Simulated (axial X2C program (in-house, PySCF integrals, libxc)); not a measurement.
**CuCN⁻: properties at the nuclei**

Computed with an axial X2C code built on PySCF integrals: two-component X2C with atomic mean-field Coulomb and Gaunt terms, Gaussian nuclei, basis Cu dyall-v3z, C dyall-v3z, N dyall-av3z with contracted cores.

Cu–C–N held linear, with bonds 1.889 and 1.165 Å (near the PBE0 minimum at charge -1 of the determinant lowest at the starting distance; the state shown can have its own minimum elsewhere, held linear; other orders of the atoms were not compared).

Determinant lowest in the PBE0 search, Ω = 1/2 (⟨Sz⟩ = 0.50, ⟨Lz⟩ = 0.00 at PBE0), spin on the atoms Cu 0.45, C 0.07, N -0.02:

| level | Eeff magnitude (GV/cm) | Ws magnitude Cu (kHz) | A∥/gI Cu (MHz) | qzz Cu (a.u.) | A∥/gI C (MHz) | qzz C (a.u.) | A∥/gI N (MHz) | qzz N (a.u.) |
| --- | --- | --- | --- | --- | --- | --- | --- | --- |
| PBE0 | 0.921 | 0.843 | 1150 | -0.90 | 111 | -0.66 | 16.9 | -0.98 |
| HF | 0.611 | 0.569 | 731 | -1.67 | 76.2 | -0.80 | 6.2 | -1.16 |
| TPSSh | 0.959 | 0.881 | 1220 | -0.77 | 115 | -0.64 | 18 | -0.95 |

Determinant 1.89 eV from it at PBE0 and this distance, Ω = 3/2 (⟨Sz⟩ = 0.50, ⟨Lz⟩ = 1.00 at PBE0), spin on the atoms Cu 0.59, C -0.09, N 0.00:

| level | Eeff magnitude (GV/cm) | Ws magnitude Cu (kHz) | A∥/gI Cu (MHz) | qzz Cu (a.u.) | A∥/gI C (MHz) | qzz C (a.u.) | A∥/gI N (MHz) | qzz N (a.u.) |
| --- | --- | --- | --- | --- | --- | --- | --- | --- |
| PBE0 | 0.0903 | 0.0174 | 113 | 0.40 | -9.04 | -0.53 | 7.82 | -0.92 |
| HF | 0.0296 | 0.000292 | 88.8 | -0.88 | -18.4 | -0.72 | 7.62 | -1.15 |
| TPSSh | 0.118 | 0.0244 | 132 | 0.62 | -7.97 | -0.50 | 7.66 | -0.88 |

Eeff is the effective electric field on the electron electric dipole moment in this Ω state and Ws the scalar–pseudoscalar constant of the nucleus named (defined with the proton number Z and per Ω); A∥ (defined per Ω) follows by multiplying with gI = μI/(I μN); qzz is the electric field gradient, eQq0 = 234.96 MHz × Q/barn × qzz. The operators were transformed with the bare-nucleus X2C matrices; with these basis sets, hyperfine constants and field gradients can be off by tens of per cent, and where levels differ in sign neither size nor sign is settled.

Problem. With gI(63Cu) = 1.4824, gI(13C) = 1.4048, Q(14N) = 0.02044 barn (g factors from the IAEA table of nuclear moments by Stone; Q from Pyykkö, Mol. Phys. 2018), turn the PBE0 values of the first state into constants in MHz.

Solution. A∥(63Cu) = 1150 × 1.4824 = 1700 MHz; A∥(13C) = 111 × 1.4048 = 156 MHz; eQq0(14N) = 234.96 × (0.02044) × (-0.98) = -4.71 MHz.

The molecule was held linear; bending was not examined, so a bent shape may lie lower.

Each state is one determinant with collinear spin. Unrestricted Hartree–Fock can overshoot spin polarisation at the nuclei. For an anion, determinants above electron detachment, or with a positive highest level, are held by the basis set. Where Eeff spreads by more than a factor of two the levels disagree and none is to be relied on. The search compared states at one distance, so a state with another bond length can lie lower. The sign of Ws at Cu differs between levels in the second state. Where a field gradient or hyperfine factor spreads by more than a factor of two over the levels, a constant derived from it is not to be relied on. PBE0 term energies can be off by some tenths of an eV.
